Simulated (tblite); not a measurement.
Species: C₂H₆OSSi.
Geometry (GFN2-xTB, Å), atoms numbered from 1 in this order:
```
atom  x, y, z in Å
C1    -1.601   -0.577   -0.081
C2    -0.401   -0.017    0.624
O3    -0.229   -0.127    1.817
Si4    0.938    0.891   -0.424
S5     2.654   -0.396   -0.402
H6    -2.138    0.238   -0.562
H7    -1.267   -1.260   -0.861
H8    -2.258   -1.097    0.613
H9     0.541    0.992   -1.820
H10    1.261    2.157    0.218
H11    2.505   -0.801    0.851
```

Computed with GFN2-xTB (tblite): harmonic, unscaled wavenumbers at the GFN2-xTB geometry, gas phase. Against measured fundamentals such values can be off by several per cent, at times by over 20. Modes of hydrogen on silicon and sulfur can be 10 to 20 % off. One conformer, not necessarily the lowest. The optimisation stopped once no atom felt more than 0.01 eV/Å.

Lowest wavenumbers of the output (negative numbers stand for imaginary wavenumbers):
```
mode    cm-1
  1     -26.2
  2      96.3
  3     128.7
  4     183.4
  5     218.2
  6     380.7
  7     440.5
  8     480.0
```

Task: Is this structure a minimum?

Result: Not by this Hessian. 1 mode is imaginary beyond 20i (26i cm⁻¹), so at this level the point lies at or near a first-order saddle. The curvature is small, so loose convergence or finite differences may be the whole cause.

Task: Which atoms move in the imaginary mode?

Result: 26i: O3 (carbonyl oxygen) 26 %, C1 (methyl carbon next to a carbonyl) 25 %, S5 (sulfur bonded to Si and H) 17 %, Si4 (SiH2 silicon) 14 %. These are shares of the mass-weighted motion.

Task: What is the remedy?

Result: Step along that mode in both directions, optimise again with tighter thresholds and repeat the frequencies. The zero-point energy of this point (44.4 kcal/mol) counts the 26 real modes alone, and thermal corrections from it aren't those of a minimum.
